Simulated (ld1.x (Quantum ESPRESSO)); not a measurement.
# Before and after: TM potential for bromine (Br)

```json
{"Element": "Br", "Generator": "ld1.x (Quantum ESPRESSO) 7.5", "Type": "norm-conserving Troullier–Martins (Kleinman–Bylander form)", "Functional": "PBE", "Relativity": "scalar-relativistic", "Frozen core": "[Ar] 3d10", "Valence charge": "7", "Reference configuration": "4s1.5 4p5.5", "Partial waves": "4p (bound): rc 1.15 bohr; 4d channel at 0.35 Ry: rc 0.95 bohr; 4s (bound): rc 1.25 bohr", "Local potential": "the s channel", "Core correction": "a·sin(br)/r model core, default radius (core density twice the valence density)"}
```

Change: local potential the p channel.

Cutoffs: the cutoffs (Ry, on a coarse ladder) from which the occupation-weighted sum of valence levels, in a spherical-Bessel basis at the reference potential, stays within 10 and 1 mRy of its value at 400 Ry; they do not see the model core or the augmentation charge, which bear on the density cutoff. Errors are all-electron minus pseudo energies relative to the spin-unpolarised reference configuration.

**Question.** What does the change do?

**Answer.** The potential gets neither clearly harder nor softer (100 Ry and 300 Ry → 100 Ry and 260 Ry); the bound ghosts move from p to s; of the 7 tests that both files solve, the error grows in 0 and shrinks in 5 by more than 15 % and 0.3 meV (median size 4.7 → 1.6 meV). In the separable form a ghost depends on how the local part lies against the semilocal potential of the channel, so the choice of the local part can create or remove one.

| quantity | base | changed |
| --- | --- | --- |
| cutoff, loose | 100 Ry | 100 Ry |
| cutoff, tight | 300 Ry | 260 Ry |
| loose cutoff by channel (10 mRy a level) | p 90 Ry, s 40 Ry | s 40 Ry, p 80 Ry |
| bound ghosts | p | s |
| error for 4s2 4p5, meV [ΔE -6.16 eV] | -0.7 | +0.6 |
| error for 4s2 4p4, meV [ΔE 6.39 eV] | -4.7 | +1.1 |
| error for 4s2 4p3, meV [ΔE 29.15 eV] | -33 | +8.4 |
| error for 4s2 4p1, meV [ΔE 109.16 eV] | -155 | -33 |
| error for 4s2 4p4.5, meV [ΔE -1.09 eV] | -0.3 | 0.0 |
| error for 4s2 4p2, meV [ΔE 63.14 eV] | -88 | +11 |
| error for 4s2 4p5.3, meV [ΔE -8.12 eV] | -2.5 | +1.6 |
| s: phases at 1.35 bohr within 0.05 rad from the reference energy up to (Ry; the scan ends near 5) | to the end of the scan | to the end of the scan |
| p: phases at 1.35 bohr within 0.05 rad from the reference energy up to (Ry; the scan ends near 5) | 1.2 | 0.8 |
| d: phases at 1.35 bohr within 0.05 rad from the reference energy up to (Ry; the scan ends near 5) | 2.3 | 2.1 |

 A true bound ghost makes a file unfit for plane-wave use even where its test errors are small: the radial tests pick states by their node count and pass the ghost by.
